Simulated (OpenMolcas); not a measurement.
# What dynamic correlation does to the levels of Zn⁺

```
Program             : OpenMolcas 26.06
Basis               : ANO-RCC-VDZP [5s4p2d1f]
Scalar Hamiltonian  : DKH2, point nucleus
Active space        : 1 electron in 4 orbitals (4s 4p)
State averaging     : 2S+1 = 2 even, 1 root; 2S+1 = 2 odd, 3 roots
Spin-orbit coupling : RASSI with atomic mean-field integrals over the reference wave functions, term energies averaged over their components
```

Methods on the same reference wave functions:
A. CASSCF
B. SS-CASPT2, IPEA 0.25 Eh, imaginary shift 0.1 Eh (closed shells correlated: 3d)

Energies in cm⁻¹ above 4s ²S_1/2, the measured ground level; measured values from NIST Handbook of Basic Atomic Spectroscopic Data.

```csv
Level,A,B,Measured
4s ²S_1/2,0.0,0.0,0.0
4p ²P°_1/2,45663,48319,48481
4p ²P°_3/2,46364,49021,49355
```

Deviations, from unrounded energies. A percentage is the sum of absolute deviations over the sum of measured energies, with the sign that they share, or ± where signs differ.

```
           Against measurement  Levels     A     B
mean absolute deviation (cm-1)       2  2900   250
      other configurations (%)       2  -5.9  -0.5
```

B lies closest to measurement on these levels. The largest miss of B in the table is 4p ²P°_3/2, by -330 cm-1. The ranking rests on the paired levels alone, and a cruder setting can come out closer through cancelling errors.

The lowest spin-free term lies below A's lowest term by 0.393 hartree in B.

With one active electron the reference holds no correlation, so core polarisation is missing (holds for A). With one active electron, CASPT2 adds the correlation within the correlated inactive shells and between them and that electron, and leaves the splitting within a term as the reference gives it (holds for B). Measured partners are found by configuration, term and J. A level has none where our copy of the source lacks it or the pairing is in doubt (some pairs that miss far off the trend of their configuration count as doubtful), and it then counts in no deviation. Only configurations of the active space appear.

° marks odd parity.
